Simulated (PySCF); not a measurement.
Computed with PBE-D3(BJ)/def2-TZVP // PBE0-D3(BJ)/def2-TZVP (PySCF). Isolated molecules, 0 K electronic values unless said otherwise. One relaxed conformer stands for a flexible species; it need not be the lowest. Excitations are Tamm–Dancoff values on a coarser integration grid. The basis has no diffuse functions, so Rydberg states are missing or too high.

Reference species (SMILES): `[SiH3][Al]([SiH3])[SH]` (Si–Al–S–H torsion 0°) (neutral, multiplicity 1).

The S1–T1 gap (TDA) is 0.58 eV. The T1 excitation (TDA) comes out as 3.18 eV and the S1 oscillator strength is 0.000. The HOMO–LUMO gap comes out as 3.51 eV.

After one change: the S1–T1 gap (TDA) drops by 0.07 eV; the T1 excitation (TDA) falls by 0.55 eV; the S1 oscillator strength stays essentially unchanged; the HOMO–LUMO gap falls by 0.56 eV.

Problem. Name the change that produced these shifts. The new species is one of these.
(A) `[SiH3][Al]([SH])[SH]` (S–Al–S–H torsion -179°, S–Al–S–H torsion -1°)
(B) `[SH][Al]([SH])[SH]`
(C) `[SiH3][Al]([SiH3])[SiH3]`

Solution. C, `[SiH3][Al]([SiH3])[SiH3]`
